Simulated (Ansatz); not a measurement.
Abstraction of F: C3H6F2 + SiF3 → C3H6F + SiF4

Species: C3H6F2 (1,3-difluoropropane) `FCCCF`, singlet; SiF3 (trifluorosilyl) `F[Si](F)F`, doublet; C3H6F `[CH2]CCF`, doublet; SiF4 (silicon tetrafluoride) `F[Si](F)(F)F`, singlet. A radical takes F: the energy is the difference in strength between the C–F bond broken and the Si–F bond made.

Shapes, held fixed at every level: PBE0-D4/def2-TZVP. Flexible molecules stand in one conformer, not always the lowest. Programs: Ansatz 0.2.0. Electronic energies: no zero-point or thermal term.

| level | kind | ΔE (kJ/mol) | less CCSD(T)/CBS estimate | CPU time (sum over the molecules) |
| --- | --- | --- | --- | --- |
| MP2/def2-TZVPP | perturbation theory | -208.4 | +6.0 | – |
| HF/def2-TZVPP | Hartree–Fock | -234.9 | -20.5 | – |
| r2SCAN-D4/def2-TZVPP | meta-GGA | -209.0 | +5.4 | 51 s |
| B3LYP-D4/def2-TZVPP | global hybrid | -199.6 | +14.8 | 35 s |
| PBE0-D4/def2-TZVPP | global hybrid | -193.7 | +20.7 | 27 s |
| wB97X-V/def2-TZVPP | range-separated hybrid | -198.6 | +15.8 | 68 s |
| B2PLYP/def2-TZVPP | double hybrid | -205.8 | +8.6 | 46 s |
| CCSD(T)/CBS estimate | coupled cluster or CI | -214.4 | 0.0 | 29 min |

The highest level, CCSD(T)/CBS estimate, gives ΔE = -214.4 kJ/mol; the levels span -234.9 to -193.7. The column of differences is taken from that level and isn't an error. No measured value is set beside it here. Open shells run unrestricted. The CBS estimate extrapolates MP2 from def2-TZVPP and def2-QZVPP and adds CCSD(T) − MP2 in the triple-zeta set, cores frozen. Times are processor times on shared x86 and Arm servers, and rough.
